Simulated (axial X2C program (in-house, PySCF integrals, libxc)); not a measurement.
# Which molecule has these constants?

All values come from calculations with an axial X2C code built on PySCF integrals, spin-free (one-electron X2C) or two-component (2c: spin–orbit coupling with atomic mean-field Coulomb and Gaunt terms, which also bring small scalar terms), in Dyall basis sets with cores contracted in-house; open shells are unrestricted.

A two-component PBE0 calculation in a Dyall 3-zeta basis gave Re = 3.142 Å, ωe = 125.2 cm⁻¹, De = 1.28 eV, Ω = 0.

**Question.** Which molecule is it?
A. BeI⁻
B. SrI⁻
C. MgI⁻

**Answer.** B. The others have BeI⁻ 2.467 Å and 307.2 cm⁻¹ (Ω = 0); MgI⁻ 2.911 Å and 165.5 cm⁻¹ (Ω = 0).

Each entry is the lowest single determinant of a limited PBE0 search at one distance. De goes to single-determinant-based atoms at the same level (for ions the charge split of lowest energy) and is withheld (n/a) where an atom does not fit its ground term or J level. Main or longest-lived isotopes.
